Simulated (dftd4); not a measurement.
H$_{3}$Ga, singlet, geometry from GFN2-xTB (such geometries of metal compounds can be far from the true shape); D4 for b97d run with dftd4.

dftd4 was given this input:
```
$ dftd4 mol.xyz --func b97d --charge 0 --json dftd4.json --noedisp

# file mol.xyz
4

Ga     0.00000000    -0.00000000     0.00000000
H      0.66218224    -0.42756453     1.35383279
H     -0.30059287     1.51137788    -0.28202977
H     -0.36158937    -1.08381336    -1.07180302
```

The log (banner, timings and long lists left out):

```
                    ____  _____ _____     ____  _  _
      -------------|  _ \|  ___|_   _|---|  _ \| || |------------
     |             | | | | |_    | | ___ | | | | || |_           |
     |             | |_| |  _|   | ||___|| |_| |__   _|          |
     |             |____/|_|     |_|     |____/   |_|            |
     |             ===================================           |
     |            E. Caldeweyher, S. Ehlert & S. Grimme          |
     |          Mulliken Center for Theoretical Chemistry        |
     |                    University of Bonn                     |
      -----------------------------------------------------------

Rational (Becke-Johnson) damping: b97d-D4-ATM
---------------------
  s6         1.0000
  s8         1.6946
  s9         1.0000
  a1         0.2890
  a2         4.1341
 alp        16.0000
--------------------

Dispersion energy:      -6.1480028322434E-03 Eh

[Info] JSON dump of results written to 'dftd4.json'
```
